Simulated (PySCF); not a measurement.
Trend along group 12: MLi anions

CCSD(T) with double-zeta basis sets in PySCF, for the lowest determinant that a PBE0 search found; no spin–orbit coupling. De refers to high-spin ground-configuration atoms (the charge goes to the atom of lower measured ionisation energy or higher electron affinity, which is not always the lowest computed limit).

| M | basis | reference, frozen orbitals | charged atom | state (unpaired electrons) | Re (Å) | ωe (cm⁻¹) | De (eV) |
| --- | --- | --- | --- | --- | --- | --- | --- |
| Zn | aug-pcseg-1 | RHF, 5 | Li− | singlet (closed shell) | 3.306 | 110 | 0.19 |
| Cd | def2-SVPD | RHF, 0 | Li− | singlet (closed shell) | 3.870 | 61.3 | 0.10 |
| Hg | def2-SVPD | RHF, 0 | Li− | singlet (closed shell) | 4.449 | 38.9 | 0.05 |

The shortest bond is that of LiZn⁻ (3.306 Å), the longest that of LiHg⁻ (4.449 Å).

The rows differ in basis set, which adds steps of its own.

Down a group the atoms grow and get heavier, so bonds lengthen and wavenumbers fall; this series shows no clear exception.

Correlated steps freeze the inner cores (0 to 5 orbitals); shallow outer-core shells are correlated. Weak bonds: LiCd⁻, LiHg⁻, LiZn⁻. Basis-set superposition, not corrected here, can be much of De in a small basis, most of all at correlated wavefunction levels. Spin–orbit coupling is left out. For an ion De counts to the pair picked by the measured ionisation energies or electron affinities, which need not be the lowest pair at this level. The CCSD T1 diagnostic is raised in LiZn⁻, a sign that a single reference may not be enough there.
